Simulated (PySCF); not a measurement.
**Electronic absorption of C3H12OSi2**

Species: C3H12OSi2.
SMILES with atom numbers: `[CH3:1][SiH2:2][SiH2:3][CH2:4][CH2:5][OH:6]` (hydrogens: H7, H8, H9 on C1; H10, H11 on Si2; H12, H13 on Si3; H14, H15 on C4; H16, H17 on C5; H18 on O6)

Structure used (GFN2-xTB), in Å, numbered top down from 1:
```
atom  x, y, z in Å
C1    -2.3318    0.2054    1.0217
Si2   -1.5364    0.6394   -0.6461
Si3    0.0859   -0.8826   -1.2862
C4     1.8313   -0.3717   -0.6923
C5     1.8538   -0.1785    0.8163
O6     0.8928    0.7625    1.2453
H7    -1.5970    0.2400    1.8191
H8    -3.1295    0.8982    1.2737
H9    -2.7593   -0.7936    1.0031
H10   -1.0601    2.0343   -0.5898
H11   -2.6189    0.6595   -1.6497
H12    0.2146   -1.0215   -2.7462
H13   -0.1156   -2.2489   -0.7751
H14    2.5746   -1.1215   -0.9605
H15    2.1385    0.5597   -1.1744
H16    1.5893   -1.1123    1.3186
H17    2.8550    0.1225    1.1611
H18    1.1039    1.6153    0.8498
```

Theory: TDDFT CAM-B3LYP/def2-SVPD, vertical, gas phase, core orbitals frozen in the response in PySCF.

Task: List the vertical singlet excitations with oscillator strengths and describe the spectrum.

Result: 

| state | E (eV) | E (hartree) | f | \|μ\| (D) | main configurations (H = HOMO, L = LUMO) |
| --- | --- | --- | --- | --- | --- |
| S1 | 6.90 | 0.2535 | 0.021 | 0.89 | H→L (81%) |
| S2 | 7.02 | 0.2580 | 0.018 | 0.83 | H→L+1 (60%), H-1→L+1 (18%) |
| S3 | 7.40 | 0.2719 | 0.021 | 0.87 | H→L+2 (43%), H-1→L+1 (21%) |
| S4 | 7.57 | 0.2784 | 0.016 | 0.75 | H-1→L (67%), H→L+1 (10%) |
| S5 | 7.78 | 0.2861 | 0.0043 | 0.38 | H→L+2 (36%), H-1→L+1 (27%), H→L+1 (13%) |
| S6 | 7.98 | 0.2932 | 0.039 | 1.14 | H-2→L (28%), H-3→L+1 (18%), H-1→L+2 (11%) |
| S7 | 8.09 | 0.2971 | 0.0046 | 0.39 | H-2→L (41%), H-1→L+2 (28%) |
| S8 | 8.10 | 0.2976 | 0.251 | 2.86 | H→L+3 (51%), H→L+4 (12%) |

Triplets (Tamm–Dancoff): T1 6.13 eV, H→L (67%), H-1→L (12%); T2 6.53 eV, H→L+1 (36%), H→L+2 (28%); T3 6.81 eV, H-1→L+1 (36%), H→L+1 (16%), H→L+2 (13%).

The lowest singlet comes at 180 nm (665 kJ/mol) in the vacuum ultraviolet; it is weak; its leading configuration is HOMO→LUMO (81%). The strongest level in the table is S8 at 8.10 eV (153 nm, f = 0.251). It is the last of those listed, so stronger ones may follow. Löwdin shares by element: HOMO silicon 46%, carbon 13% or more, oxygen 12% (atoms not listed hold the other 29%); LUMO silicon 47%, hydrogen 18% or more (atoms not listed hold the other 35%). The listed states span 1.20 eV, and the widest gap between neighbours is 0.38 eV (S2 to S3). Orbital energies (eV): HOMO-3 -10.30, HOMO-2 -10.21, HOMO-1 -9.62, HOMO -9.11, LUMO 0.95, LUMO+1 0.98, LUMO+2 1.55. Of the 8 states listed, 6 reach f = 0.01 and none stays under 0.0005. The window holds the lowest 8 singlets.

One conformer stands for the species.
